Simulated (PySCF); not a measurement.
SMILES C[Si](C)(C)CBr (C₄H₁₁BrSi) (GFN2-xTB optimised geometry):

```
17

C      1.589    -0.693     0.000
Si    -0.314    -0.693     0.000
C     -1.012    -1.532    -1.559
C     -1.009    -1.485     1.586
C     -0.907     1.140     0.000
Br    -0.255     2.072    -1.591
H      1.989    -0.215     0.890
H      1.984    -0.163    -0.862
H      1.979    -1.706    -0.031
H     -2.099    -1.540    -1.557
H     -0.678    -2.563    -1.630
H     -0.689    -1.020    -2.461
H     -2.095    -1.466     1.603
H     -0.658    -0.977     2.478
H     -0.700    -2.523     1.658
H     -0.530     1.706     0.848
H     -1.989     1.234    -0.025
```

Level of theory: PySCF with PBE/def2-SVP.

### Question
What are the frontier orbital energies and the dipole moment?

### Answer
HOMO-2 -7.25 eV, HOMO-1 -6.27 eV, HOMO -6.00 eV, LUMO -0.74 eV, LUMO+1 0.73 eV; dipole moment 1.94 D.

Meta-Löwdin charges at PBE/def2-SVP: C1 -0.55, Si2 0.86, C3 -0.55, C4 -0.55, C5 -0.40, Br6 -0.11, H7 0.11, H8 0.12, H9 0.11, H10 0.11, H11 0.11, H12 0.12, H13 0.12, H14 0.12, H15 0.12, H16 0.13, H17 0.13.
